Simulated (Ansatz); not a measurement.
Computed with Ansatz on PBE0-D4/def2-TZVP structures; ΔE is electronic, products minus reactants. CCSD(T)/CBS is the MP2 limit (def2-TZVPP, def2-QZVPP) plus CCSD(T) − MP2 in def2-TZVPP, frozen cores. This one scheme is used for every species. DFT in def2-TZVPP. HSE06 is defined as in plane-wave codes. One conformer a species, not always the lowest.

`OBCB[SiH3]` + HCl → `[SiH3]BCl` + `CBO`  (ligand exchange at a B–C bond)

```csv
level,ΔE (kJ/mol),difference from CCSD(T)/CBS
BHLYP-D4,-81.3,-3.4
PBE,-79.9,-2.0
BLYP,-86.0,-8.1
HSE06,-79.7,-1.8
BHLYP,-85.1,-7.2
RPA@PBE/def2-TZVPP,-77.2,0.7
HF/def2-SVP,-89.9,-12.0
CCSD(T)/def2-SVP,-83.2,-5.3
CCSD/def2-TZVPP,-77.7,0.2
CCSD/CBS(def2),-78.3,-0.4
CCSD(T)/CBS,-77.9,0
```

Largest T1 diagnostic among the species: 0.014.

The D4 term adds +5.2 kJ/mol with B3LYP and +3.2 kJ/mol with PBE0; it sums over pairs of atoms, weighted by their polarisabilities, and B3LYP, whose exchange is more repulsive, gets the larger term. At CCSD(T), def2-SVP lies −5.3 kJ/mol from the extrapolated value and def2-TZVPP +0.7 kJ/mol.

CCSD(T)/CBS has its own doubt, a few kJ/mol and more with outer-core shells, so smaller differences from it don't rank the levels.

B3LYP here is the variant with VWN-RPA as its local correlation; programs differ in this.
